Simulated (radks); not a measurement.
The numbers below are computed, except where a source is named.
Tb2+, configuration [Xe] 4f(up 6, down 3) (spins set by hand, not the high-spin state).

Code: a radial shooting solver on a logarithmic mesh with Libxc functionals. Model: scalar-relativistic Kohn-Sham, PBEsol, spin-polarised, spherical densities, point nucleus.

Energy parts (eV):
| part | energy |
|---|---|
| total | -318493.65 |
| kinetic | 342800.16 |
| electron-nucleus | -777638.61 |
| Hartree | 123194.37 |
| exchange-correlation | -6849.57 |

Orbitals (lengths in bohr, moments of r in powers of bohr; r(max) is where P^2 peaks):
orbital  occ.  eigenvalue (eV)   r(max)      <r>
1s up       1        -51854.59  0.01365  0.02151
1s down     1        -51854.59  0.01365  0.02151
2s up       1        -8607.470  0.07752  0.09152
2s down     1        -8607.439  0.07752  0.09152
2p up       3        -7650.606  0.06280  0.08090
2p down     3        -7650.584  0.06280  0.08090
3s up       1        -1919.891   0.2198   0.2395
3s down     1        -1918.756   0.2198   0.2394
3p up       3        -1624.858   0.2159   0.2382
3p down     3        -1623.729   0.2158   0.2381
3d up       5        -1240.275   0.1764   0.2166
3d down     5        -1239.406   0.1764   0.2165
4s up       1        -391.9894   0.5047   0.5416
4s down     1        -389.4634   0.5047   0.5417
4p up       3        -294.8628   0.5271   0.5739
4p down     3        -292.3599   0.5270   0.5740
4d up       5        -161.6179   0.5469   0.6240
4d down     5        -159.1461   0.5468   0.6244
4f up       6         -17.7869   0.5550   0.8815
4f down     3         -15.6433   0.5565   0.9105
5s up       1         -62.0429    1.179    1.321
5s down     1         -60.7462    1.185    1.330
5p up       3         -39.1464    1.345    1.553
5p down     3         -38.1983    1.354    1.568

The highest occupied level is 4f down at -15.643 eV. The density falls to 0.001 e/bohr^3 at r = 3.42 bohr. Summed over all electrons, <r^2> = 38.82 bohr^2, which gives a Langevin (diamagnetic) susceptibility term of -30.7 x 10^-6 cm^3/mol.
